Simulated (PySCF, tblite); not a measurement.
Isomers of C3H10N2SSi2, one GFN2-xTB conformer each. Single-point energies are computed at PBE0/pcSseg-1 (PySCF, gas phase, no added dispersion term), electronic only.

```tsv
SMILES	GFN2-xTB relative energy (kcal/mol)
CS[Si@@H](N)[SiH2]CC#N	6.5
CS[Si@@H](CC#N)[SiH2]N	5.5
N#C[SiH2]CCN[SiH2]S	0.0
```

Conformers: `[CH3:1][S:2][Si@@H:3]([NH2:4])[SiH2:5][CH2:6][C:7]#[N:8]` with C1–S2–Si3–N4 -61°, S2–Si3–N4–H -43° and 178°, S2–Si3–Si5–C6 -127°, Si3–Si5–C6–C7 -47°; `[CH3:1][S:2][Si@@H:3]([CH2:4][C:5]#[N:6])[SiH2:7][NH2:8]` with C1–S2–Si3–C4 180°, S2–Si3–C4–C5 -178°, S2–Si3–Si7–N8 -137°, Si3–Si7–N8–H 177° and -40°; `[N:1]#[C:2][SiH2:3][CH2:4][CH2:5][NH:6][SiH2:7][SH:8]` with C2–Si3–C4–C5 42°, Si3–C4–C5–N6 48°, C4–C5–N6–Si7 -151°, C5–N6–Si7–S8 175°, N6–Si7–S8–H -68°.

What does PBE0/pcSseg-1 give for the same structures?

| SMILES | PBE0/pcSseg-1 E (Eh) | PBE0/pcSseg-1 (kcal/mol) | GFN2-xTB (kcal/mol) | point group |
| --- | --- | --- | --- | --- |
| CS[Si@@H](N)[SiH2]CC#N | -1206.34091 | 0.0 | 6.5 | C1 |
| CS[Si@@H](CC#N)[SiH2]N | -1206.33492 | 3.8 | 5.5 | C1 |
| N#C[SiH2]CCN[SiH2]S | -1206.33455 | 4.0 | 0.0 | C1 |

GFN2-xTB puts N#C[SiH2]CCN[SiH2]S lowest instead; measured from each level's own lowest isomer, the values differ by up to 6.5 kcal/mol (CS[Si@@H](N)[SiH2]CC#N: 6.5 against 0.0). As drawn, the lowest has an Si–Si bond, which the highest lacks; the highest has an S–H bond, which the lowest lacks. Neighbours under 2.5 kcal/mol apart (CS[Si@@H](CC#N)[SiH2]N and N#C[SiH2]CCN[SiH2]S) can change places with a better method, another conformer or zero-point energy.

Which frontier levels, dipoles and rotational constants go with these structures?

```json
{"SMILES": "CS[Si@@H](N)[SiH2]CC#N", "HOMO (eV, PBE0/pcSseg-1)": "-6.95", "LUMO (eV)": "-0.80", "dipole (D)": "3.14", "A, B, C (MHz)": "2088, 675.0, 605.8"}
{"SMILES": "CS[Si@@H](CC#N)[SiH2]N", "HOMO (eV, PBE0/pcSseg-1)": "-6.95", "LUMO (eV)": "-1.03", "dipole (D)": "2.79", "A, B, C (MHz)": "1610, 798.1, 571.9"}
{"SMILES": "N#C[SiH2]CCN[SiH2]S", "HOMO (eV, PBE0/pcSseg-1)": "-7.37", "LUMO (eV)": "-0.38", "dipole (D)": "4.69", "A, B, C (MHz)": "1638, 655.6, 586.7"}
```

What happens when harmonic zero-point energies from GFN2-xTB frequencies are added?

```csv
SMILES,ZPE (kcal/mol),electronic (kcal/mol),with ZPE (kcal/mol)
CS[Si@@H](N)[SiH2]CC#N,78.3,0.0,0.0
CS[Si@@H](CC#N)[SiH2]N,78.2,3.8,3.6
N#C[SiH2]CCN[SiH2]S,76.4,4.0,2.2
```

The zero-point energies span 1.9 kcal/mol. The lowest isomer stays, but the order above it changes.
